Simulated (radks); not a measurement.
Spherical quantum dot in the effective-mass picture: electrons in a hard-walled sphere of radius 4.04, all in effective atomic units (hartree* = m*/eps^2 hartree, bohr* = eps/m* bohr), one dielectric constant everywhere. Method: non-relativistic Kohn-Sham, LDA (Slater exchange, Perdew-Wang correlation), spin-polarised, spherical densities; computed with a radial shooting solver with Libxc functionals. Levels are named by radial order and angular momentum (1s, 1p, 1d, 2s, ...), and open shells are averaged over m.

N = 15, configuration 1s2 1p6 1d(up 5, down 2). This is the lowest configuration that the search found. Occupied and some empty levels:

level    occupation  eigenvalue (hartree*)  <r> (bohr*)
1s up             1                 5.0166        2.632
1s down           1                 5.0563        2.621
1p up             3                 5.1907        2.763
1p down           3                 5.2325        2.759
1d up             5                 5.4822        2.868
1d down           2                 5.5251        2.867
1f up             0                 5.8749        2.954
1f down           0                 5.9183        2.954
2s up             0                 6.0686        1.832
2s down           0                 6.0881        1.831
2p up             0                 6.6083        2.125
2p down           0                 6.6337        2.121

Energy (hartree*): total 44.5676, kinetic 13.131, external 0, Hartree 36.918, exchange-correlation -5.4821.
